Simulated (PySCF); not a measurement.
Atoms are numbered as in `[CH3:1][C@@H:2]1[C@@H:3]([F:4])[C@@H:5]1[O:6][CH:7]([F:8])[F:9]`. Each H is labelled by its parent atom.

GIAO PBE0/pcSseg-1 shifts (PySCF 2.14, gas phase, non-relativistic, equivalent atoms averaged), each against references optimised in the same way as the molecule (TMS, CFCl3, H2O).

On the GFN2-xTB geometry: C7 126.2, C3 79.3, C5 61.5, C2 23.6, C1 10.7, F8 -95.4, F9 -99.5, F4 -233.4, O6 105.7, H(C7) 6.57, H(C3) 4.58, H(C5) 3.81, H(C2) 1.55, H(C1) 1.31 ppm.

What changes on the PBE0-D3(BJ)/def2-SVP geometry?

Results:


```csv
atoms,δ (ppm),change
C7,122.4,-3.8
C3,76.0,-3.3
C5,57.1,-4.4
C2,20.7,-2.9
C1,10.1,-0.6
F8,-93.3,+2.1
F9,-96.6,+2.9
F4,-227.0,+6.4
O6,104.8,-0.9
H(C7),6.03,-0.54
H(C3),4.18,-0.40
H(C5),3.43,-0.38
H(C2),1.18,-0.37
H(C1),1.22,-0.09
```

Unscaled 19F shifts against computed CFCl3 carry errors that often reach 10 to 50 ppm.

Part of each change is the reference's own: σ(TMS, C) goes from 186.9 to 184.4 ppm, σ(CFCl3, F) goes from 170.9 to 177.2 ppm, σ(H2O, O) goes from 336.1 to 334.6 ppm, σ(TMS, H) goes from 31.72 to 31.27 ppm.

Bonds between heavy atoms that differ most (equivalent bonds averaged): C5–O6 1.406 → 1.393 Å, C7–F8 1.362 → 1.352 Å, C3–C5 1.504 → 1.495 Å, C3–F4 1.362 → 1.355 Å, C7–F9 1.337 → 1.330 Å. Mean change of bonds to hydrogen: C–H +0.010 Å.
